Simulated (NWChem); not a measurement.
# C₂H₅ClSi; SMILES C=C([SiH3])Cl

```xyz
9

C      1.8137     0.2252     0.0000
C      0.4754     0.0798     0.0000
Si    -0.4673    -1.5576     0.0000
Cl    -0.5764     1.4934     0.0000
H      2.4584    -0.6679     0.0000
H      2.2975     1.2152     0.0000
H     -1.3375    -1.6369    -1.2219
H      0.5262    -2.6863     0.0000
H     -1.3375    -1.6369     1.2219
```
Atoms are numbered in this order, from 1.

Program: NWChem. Pople sets run with spherical d functions. Geometry: optimised at PBE-D3(BJ)/def2-SVP.

For level LC-wPBE (HJS exchange hole, range parameter 0.4 per bohr)/6-31G*:

| Item | Value |
|---|---|
| highest occupied level (eV) | -10.25 |
| orbital gap (eV) | 12.05 |
| dipole (D) | 1.72 |

What are these values for level KT2/6-31G*?


* **highest occupied level (eV)**: -6.31
* **orbital gap (eV)**: 4.89
* **dipole (D)**: 1.50
